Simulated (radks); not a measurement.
Question: These are the eigenvalues of the occupied orbitals of an atom or ion with whole-number occupations (hartree). All-electron calculation, scalar-relativistic Kohn-Sham, PBEsol, spin-polarised, spherical densities, finite nucleus; Fermi nuclear charge, rms radius of each element as measured or else 0.836 A^(1/3) + 0.57 fm. Program: a radial shooting solver on a logarithmic mesh with Libxc functionals.

| orbital | eigenvalue |
|---|---|
| 1s up | -313.0074 |
| 1s down | -312.9790 |
| 2s up | -47.62670 |
| 2s down | -47.60360 |
| 2p up | -42.63069 |
| 2p down | -42.59840 |
| 3s up | -13.97438 |
| 3s down | -13.88010 |
| 3p up | -12.44793 |
| 3p down | -12.35440 |

Which element is it, and in what charge state? The configuration may be excited. Open shells, if any, are filled with parallel spins first.

Answer: Z = 28, nickel, charge +11: Ni11+ in [Ne] 3s2 3p5. The list shows which subshells hold electrons but not how many an open one holds; the 1s level, -313.01 hartree, gives Z - s = 25.0 by -(Z - s)^2/2, which with screening and relativity narrows Z to a few neighbours, and the depths of the outer levels then fix element, charge and occupations together.
